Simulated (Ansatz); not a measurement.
Cost and result for the atomization energy of `C[NH][GaH][CH3]` (12 atoms, 11 bonds).

```xyz
12

C    -1.464   -0.861   -0.713
N    -1.001   -0.570    0.622
Ga    0.507    0.313    1.133
C     1.723    0.993   -0.249
H    -2.440   -0.406   -0.927
H    -1.555   -1.939   -0.900
H    -0.759   -0.467   -1.448
H    -1.622   -0.916    1.336
H     0.691    0.449    2.683
H     1.390    0.737   -1.255
H     1.802    2.081   -0.180
H     2.727    0.587   -0.103
```

Total charge 0; spin multiplicity 1. Correlated methods include outer-core shells of Ga, which these sets cover unevenly. Scalar relativity is left out up to krypton. The geometry is a stationary point of PBE0-D4/def2-TZVP. It is one conformer, not always the lowest. Program: Ansatz. All runs use 4 threads of an AMD EPYC 7B13 on a shared host. Times are those of one run each, without the atoms' runs, and a repeat can differ threefold. Electronic energies, without spin–orbit coupling; frozen cores. CCSD(T)/CBS adds CCSD(T) − MP2 in def2-TZVPP to the MP2 limit, and its time is that of the two runs behind it. T1 = 0.013. With those shells the extrapolation isn't a true limit. B3LYP takes the VWN-RPA correlation (the form of Gaussian; ORCA's B3LYP/G).

CCSD(T)/CBS is a level of theory with its own doubt, some kJ/mol a heavy atom from the limit and from the frozen cores, so smaller differences don't rank the functionals.

| level | functions | wall time | atomization (kcal/mol) | difference from CCSD(T)/CBS | per bond |
| --- | --- | --- | --- | --- | --- |
| revPBE-D4/def2-TZVPP | 253 | 1.7 s | 974.0 | -12.1 | -1.1 |
| BLYP-D4/def2-TZVPP | 253 | 1.7 s | 978.7 | -7.4 | -0.7 |
| PBE-D4/def2-TZVPP (with forces) | 253 | 2 s | 995.8 | 9.7 | 0.9 |
| PBE0-D4/def2-TZVPP | 253 | 2.5 s | 983.2 | -2.9 | -0.3 |
| B3LYP-D4/def2-TZVPP (with forces) | 253 | 3.7 s | 983.6 | -2.5 | -0.2 |
| r2SCANh-D4/def2-TZVPP | 253 | 3.9 s | 978.8 | -7.3 | -0.7 |
| B2PLYP/def2-TZVPP | 253 | 4.4 s | 974.0 | -12.1 | -1.1 |
| CCSD(T)/def2-SVP | 114 | 5.5 s | 935.4 | -50.7 | -4.6 |
| ωB97X-V/def2-TZVPP | 253 | 6 s | 986.8 | 0.7 | 0.1 |
| B97M-V/def2-TZVPP | 253 | 6.5 s | 984.2 | -1.9 | -0.2 |
| MP2/def2-QZVPP | 500 | 20 s | 982.7 | -3.4 | -0.3 |
| CCSD(T)/def2-TZVPP | 253 | 2.1 min | 964.0 | -22.1 | -2.0 |
| CCSD(T)/CBS(def2) | – | 2.4 min | 986.1 | 0.0 | 0.0 |

Leaving LDA and LC-ωPBE aside and taking each functional with its dispersion term where it has one, the values, not all of them listed here, spread over 35.1 kcal/mol, from BHLYP-D4 to PBE-D4. LDA lies +124.8 kcal/mol from PBE without D4, its usual overbinding. From BLYP to BHLYP (50 % exact exchange), in def2-TZVPP and without D4, the atomization energy moves by −13.3 kcal/mol: exact exchange takes away binding that semilocal exchange gives to molecules. In def2-TZVPP, CCSD(T) changes the Hartree–Fock value by +248.3 kcal/mol (the triples alone add +12.1 kcal/mol) and MP2 by +253.9 kcal/mol; breaking electron pairs costs correlation energy, which Hartree–Fock lacks.
